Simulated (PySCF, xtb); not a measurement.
AsBFH₃O, SMILES [AsH2]B(O)F.

The structure is a stationary point at r2SCAN-D4/def2-SVP. Other conformers were not sampled.

Level of theory: C-PCM-M06-2X/def2-SVP run with PySCF 2.14.0.

The values are the electrostatic part of the solvation free energy, E(continuum) − E(gas) at the gas-phase geometry, in a cavity of scaled van der Waals radii (PySCF's table); cavitation and dispersion terms are not included. In vacuum the orbital gap is 9.65 eV. The dipole moment in vacuum is 2.23 D.

Computed values in water (ε = 78.36), benzene (ε = 2.27), chloroform (ε = 4.71):
```csv
solvent,ε,ΔG(elec) (kcal/mol),dipole (D),gap (eV)
water,78.36,-5.8,2.87,9.75
benzene,2.27,-3.1,2.55,9.71
chloroform,4.71,-4.5,2.71,9.73
```

For comparison, GFN2-xTB/ALPB(water) (xtb, at the GFN2-xTB geometry, all terms of that model) gives -6.6 kcal/mol.
